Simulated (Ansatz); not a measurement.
CH₇BClNSi, SMILES `NBC[SiH2]Cl`. Charge 0, multiplicity 1. All single points use the PBE0-D4/def2-TZVP geometry. It is one conformer, not always the lowest.

```xyz
12

N     0.608   -1.596    1.074
B    -0.054   -1.204   -0.083
C     0.350    0.097   -0.863
Si   -0.632    1.573   -0.303
Cl   -0.133    2.029    1.651
H     0.339   -2.403    1.609
H     1.364   -1.073    1.484
H    -0.976   -1.878   -0.452
H     1.407    0.361   -0.743
H     0.146   -0.005   -1.935
H    -2.093    1.318   -0.331
H    -0.328    2.782   -1.108
```

Problem. What is the dipole moment at ωB97M-V/def2-TZVPP? (Best estimate.)

Solution. Computed: 1.66 D, with components (1.04, -1.28, -0.25) D in this frame, pointing from negative to positive charge.

Problem. And with PBE, r2SCAN, B3LYP? (Best estimate.)

Solution. Ansatz gave: PBE 1.70 D, r2SCAN 1.70 D, B3LYP 1.66 D.

Problem. Give the Mulliken charges with ωB97M-V, PBE, r2SCAN in def2-TZVPP. (Best estimate.)

Solution. Computed: 
```
atom  ωB97M-V    PBE  r2SCAN
  N1    -0.22  -0.25   -0.30
  B2    -0.02  -0.01    0.07
  C3    -0.36  -0.27   -0.27
 Si4     0.35   0.36    0.46
 Cl5    -0.25  -0.25   -0.29
  H6     0.14   0.18    0.18
  H7     0.13   0.16    0.16
  H8     0.05  -0.01   -0.02
  H9     0.12   0.10    0.07
 H10     0.12   0.11    0.08
 H11    -0.03  -0.06   -0.07
 H12    -0.03  -0.06   -0.08
```

B3LYP here is the variant with VWN-RPA as its local correlation; programs differ in this.
